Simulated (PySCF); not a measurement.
# Electron correlation in Ne (neon, neutral)

[Ne], closed-shell 1S. Computed with PySCF 2.14 in dyall-acv3z, with no relativity, point nucleus. Frozen: 1s2; 8 electrons correlated; the 19 highest virtual orbitals of each spin left out.

```tsv
level	correlation energy (mhartree)
CCSD	-282.81
(T)	-5.57
CCSD(T)	-288.38
```

Diagnostics: T1 = 0.0074, D1 = 0.0117, largest double amplitude 0.019.

Problem. Is a single reference adequate?

Solution. Yes: T1 lies below 0.03 and no double amplitude reaches 0.07.
